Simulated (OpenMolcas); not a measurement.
Computed levels of 3d⁵ in ions with 23 electrons, in cm-1 above ⁶S_5/2.

```
Program             : OpenMolcas
Method              : SS-CASPT2, IPEA 0.25 Eh, imaginary shift 0.1 Eh
Basis               : ANO-RCC-VTZP
Scalar Hamiltonian  : DKH2, point nucleus
Spin-orbit coupling : state interaction with AMFI integrals over the reference wave functions, term energies averaged over their components
```

Active space for each ion: 5 electrons in 5 orbitals (3d); closed shells correlated by CASPT2: 3s 3p.

```csv
Level,Mn2+,Fe3+,Ni5+,Cu6+
⁴G_5/2,28700,33920,43560,48020
⁴G_7/2,28720,33950,43650,48150
⁴G_11/2,28730,33960,43670,48190
⁴G_9/2,28730,33960,43700,48230
⁴P_5/2,31390,37400,47890,52620
⁴P_3/2,31430,37480,48100,52940
⁴P_1/2,31480,37570,48350,53310
⁴D_7/2,34290,40570,52100,57470
⁴D_1/2,34340,40660,52340,57840
```

Q: Estimate ⁴G_5/2, ⁴G_7/2 for Co4+ from its neighbours Fe3+ and Ni5+.

A: ⁴G_5/2 is another term, which grows about linearly with the charge: (33920 + 43560) / 2 = 38740. The calculation gives 39660, so the estimate is off by -2.3 %.
⁴G_7/2 is another term, which grows about linearly with the charge: (33950 + 43650) / 2 = 38800. The calculation gives 39720, so the estimate is off by -2.3 %.

CASPT2 does not keep the components of a term degenerate, so their means are used; among the terms shown or strongly mixed into the levels shown the widest spread is 41 cm-1 (3d⁵ ⁴D, Ni5+). Terms from blocks run as CI alone lack orbitals of their own. Levels of configurations outside the active space are missing.
